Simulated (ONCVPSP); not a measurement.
**Plane-wave convergence, ONCV potential for Pt**

platinum (Pt), optimised norm-conserving Vanderbilt (ONCV), made with ONCVPSP 4.0.1 (PBEsol, fully relativistic). Core [Kr] 4d10 4f14, reference 5s2 5p6 5d9 6s1. Waves: 5s+6s: rc 1.50 bohr, ncon 4, nbas 7, qcut 7.7 1/bohr, 2 projectors; 5p: rc 1.60 bohr, ncon 4, nbas 8, qcut 8 1/bohr, 2 projectors, debl 0.4 Ha; 5d: rc 1.80 bohr, ncon 3, nbas 7, qcut 7 1/bohr, 1 projector. Local part: polynomial inside 1.45 bohr (lpopt 3, dvloc0 4 Ha). Core correction: polynomial model core, fcfact 0.35.

Open shells are filled in proportion to 2j + 1.

In the p channel the program set the typed energies aside and used -1.910, 0.250 Ha (j = l + 1/2; the other j can differ).

For each optimised wave give the share of its norm inside rc, the residual kinetic energy above qcut (Ha) and the cutoffs (Ha) for errors of 10, 1, 0.1 and 0.01 mHa per electron.

```
               wave  norm inside rc  residual KE  10 mHa  1 mHa  0.1 mHa  0.01 mHa
                 5s           0.946      3.6e-05    19.1   24.0     27.7      52.0
                 6s           0.055      3.6e-05    15.8   22.6     27.5      43.0
           5p j=3/2           0.882      7.3e-06    10.5   21.7     27.1      31.5
p projector 2 j=3/2           0.065      7.5e-06     8.8   18.9     26.5      31.5
           5p j=1/2           0.932      3.3e-06    12.8   15.8     21.6      29.5
p projector 2 j=1/2           0.071      7.8e-06    10.8   14.1     24.8      31.5
           5d j=5/2           0.626      4.8e-06    14.0   17.9     21.0      23.6
           5d j=3/2           0.670      8.1e-06    14.6   18.5     21.4      24.2
```

The occupied waves need 24 Ha and 28 Ha for 1 and 0.1 mHa.
